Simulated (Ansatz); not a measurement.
Hexafluoro-1,3-butadiene (`FC(F)=C(F)C(F)=C(F)F`). Charge 0, multiplicity 1. The geometry is a stationary point of PBE0-D4/def2-TZVP. It is one conformer, not always the lowest.

```xyz
10

F     2.036    1.153   -1.845
C     1.230    0.271   -1.322
F     1.349   -0.903   -1.881
C     0.373    0.544   -0.341
F     0.387    1.775    0.182
C    -0.611   -0.380    0.185
F    -1.142   -1.252   -0.678
C    -1.045   -0.398    1.443
F    -0.572    0.366    2.390
F    -2.005   -1.175    1.866
```

Problem. What is the dipole moment at ωB97M-V/def2-TZVPP? (Estimate.)

Solution. Ansatz gave: 0.27 D, with components (0.19, -0.14, 0.13) D in this frame, pointing from negative to positive charge.

Problem. And with PBE, r2SCAN, B3LYP? (An estimate is asked.)

Solution. Computed: PBE 0.26 D, r2SCAN 0.27 D, B3LYP 0.26 D.

Problem. Give the Mulliken charges with ωB97M-V, B3LYP, r2SCAN in def2-TZVPP. (Best estimate.)

Solution. Ansatz gave: 
```csv
atom,ωB97M-V,B3LYP,r2SCAN
F1,-0.14,-0.14,-0.14
C2,0.36,0.38,0.38
F3,-0.14,-0.14,-0.14
C4,0.08,0.09,0.08
F5,-0.17,-0.18,-0.18
C6,0.08,0.09,0.08
F7,-0.17,-0.18,-0.18
C8,0.36,0.38,0.38
F9,-0.14,-0.14,-0.14
F10,-0.14,-0.14,-0.14
```

B3LYP here is the variant with VWN-RPA as its local correlation; programs differ in this.
